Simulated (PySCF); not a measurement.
Pb(Br)(SiH3) (BrH3PbSi), SMILES [SiH3][Pb][Br] (connectivity only; charge and spin as stated), neutral, multiplicity 1. Atoms are numbered in the order given.

```xyz
6

Pb     0.6106     0.4995     0.0000
Br    -0.4376    -1.9458     0.0000
Si    -1.9521     1.5647     0.0000
H     -2.7030     1.0821     1.2181
H     -2.7030     1.0821    -1.2181
H     -2.0156     3.0760     0.0000
```

Geometry: PBE-D3(BJ)/def2-SVP. The structure was generated by enumeration; whether it is a known compound was not checked. The def2 effective core potentials stand for the cores of Pb; spin–orbit coupling is left out.

Method: TDA-M06-2X/def2-SVPD (PySCF).

Vertical excitations. Gas-phase values at a fixed geometry. State labels are in the subgroup Cs.

Question: List the lowest excited states. (An estimate is asked for; the answer gives what the named calculation found.)

Answer: 
```
state  symmetry  energy (eV)  λ (nm)      f                          main pairs
-----  --------  -----------  ------  -----  ----------------------------------
S1           A"         2.06     603  0.001                      HOMO→LUMO 99 %
S2           A'         3.94     315  0.008                    HOMO→LUMO+1 96 %
S3           A"         4.07     305  0.001                    HOMO−2→LUMO 98 %
S4           A"         4.34     286  0.005                    HOMO−3→LUMO 98 %
S5           A'         4.42     281  0.026                    HOMO−1→LUMO 92 %
S6           A'         5.38     230  0.330  HOMO→LUMO+2 74 %, HOMO→LUMO+3 12 %
S7           A"         5.70     217  0.005                  HOMO−1→LUMO+1 92 %
S8           A'         5.79     214  0.034                  HOMO−2→LUMO+1 80 %
S9           A'         5.81     213  0.338  HOMO→LUMO+3 72 %, HOMO→LUMO+2 11 %
S10          A"         6.09     204  0.000                    HOMO−5→LUMO 92 %
T1           A"         1.43     865      0                      HOMO→LUMO 96 %
T2           A'         3.44     360      0                    HOMO→LUMO+1 90 %
T3           A"         3.81     325      0  HOMO−3→LUMO 50 %, HOMO−2→LUMO 45 %
T4           A'         3.87     320      0                    HOMO−1→LUMO 98 %
```
Triplets are in the Tamm–Dancoff approximation.
